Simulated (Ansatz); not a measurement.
One change: `O[SiH](F)[SiH2]S` becomes `O[SiH](F)[SiH2]I`.

Ansatz, PBE0-D4/def2-TZVP geometries, multiplicity 1. Each molecule was computed in one conformer, which needn't be the lowest.

Elements past krypton have def2 core potentials.

```tsv
property	`O[SiH](F)[SiH2]S`
HOMO energy (PBE/def2-TZVPP) / eV	-6.36
size of the dipole moment (ωB97M-V/def2-TZVPP) / D	1.01
LUMO energy (PBE0/def2-TZVPP) / eV	-0.80
LUMO energy (ωB97M-V/def2-TZVPP) / eV	0.95
HOMO–LUMO gap (PBE/def2-TZVPP) / eV	4.74
HOMO energy (ωB97M-V/def2-TZVPP) / eV	-9.62
```

Q: Give the same properties after the change, and the shifts. (An estimate is asked.)

A: The calculation gave: 
```json
{"property": "HOMO energy (PBE/def2-TZVPP) / eV", "`O[SiH](F)[SiH2]I`": "-6.64", "shift": "-0.28"}
{"property": "size of the dipole moment (ωB97M-V/def2-TZVPP) / D", "`O[SiH](F)[SiH2]I`": "1.32", "shift": "0.31"}
{"property": "LUMO energy (PBE0/def2-TZVPP) / eV", "`O[SiH](F)[SiH2]I`": "-1.43", "shift": "-0.63"}
{"property": "LUMO energy (ωB97M-V/def2-TZVPP) / eV", "`O[SiH](F)[SiH2]I`": "0.34", "shift": "-0.61"}
{"property": "HOMO–LUMO gap (PBE/def2-TZVPP) / eV", "`O[SiH](F)[SiH2]I`": "4.42", "shift": "-0.32"}
{"property": "HOMO energy (ωB97M-V/def2-TZVPP) / eV", "`O[SiH](F)[SiH2]I`": "-9.81", "shift": "-0.19"}
```

With PBE0 the HOMO falls by 0.23 eV and the LUMO falls by 0.63 eV, so the gap narrows by about 0.40 eV. PBE moves the HOMO by -0.28 eV and ωB97M-V by -0.19 eV. Dipoles are sizes alone; their direction can turn.

Spin–orbit coupling is left out; it splits and shifts lone-pair levels of the heavy atoms by tenths of an eV.
